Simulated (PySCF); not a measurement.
**Stationary points of InI₂**

All numbers come from PBE0 in PySCF with In def2-TZVP with ECP28, I def2-TZVP with ECP28; scalar-relativistic core potentials, no spin–orbit coupling; density-fitted integrals.

Relaxations began from a few typed shapes; open shells are unrestricted. The search is not exhaustive: other isomers or separated fragments can lie lower, and high-lying points may rest on an excited occupation.

```csv
spin,group,bonds,angles,imaginary modes (cm⁻¹),ΔE (kJ/mol),ΔE with ZPE (kJ/mol)
doublet,C2v,In–I 2.715 Å (×2),I–In–I 124.2°,none,0.0,0.0
doublet,D∞h,In–I 2.799 Å (×2),I–In–I 180.0°,"43i, 43i",24.6,–
```

The lowest minimum found is the doublet C2v: In–I 2.715 Å (×2); I–In–I 124.2°.

For the lowest minimum: spin–orbit coupling, left out here, can matter for elements this heavy.
